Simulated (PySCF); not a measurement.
## UHF on Ag⁺ (silver, charge +1)

Configuration: [Kr] 4d10, closed-shell 1S. All numbers are calculated (PySCF 2.14, scalar relativity through the core potential, in cc-pVDZ-PP with ECP28MDF (4s4p3d1f, 38 functions)).

- Total energy: -145.820491 hartree
- One-electron energy: -255.6225 hartree
- Hartree (Coulomb) energy: 123.0236 hartree
- Exchange energy: -13.2216 hartree
- ⟨S²⟩: 0.0000
- ⟨L²⟩: 0.000
- Sum of ⟨r⟩: 21.82 bohr
- Sum of ⟨r²⟩: 31.75 bohr²
- Time after the integrals: 0.16 s of wall time on 1 thread of Neoverse-N1 (shared host)

```json
{"shell": "4s", "electrons": "2", "mean orbital energy (hartree)": "-4.65355", "rms radius, mean of both spins (bohr)": "0.984"}
{"shell": "4p", "electrons": "6", "mean orbital energy (hartree)": "-3.10617", "rms radius, mean of both spins (bohr)": "1.08"}
{"shell": "4d", "electrons": "10", "mean orbital energy (hartree)": "-0.80744", "rms radius, mean of both spins (bohr)": "1.51"}
```

Energies and moments cover only the electrons outside the core potential.
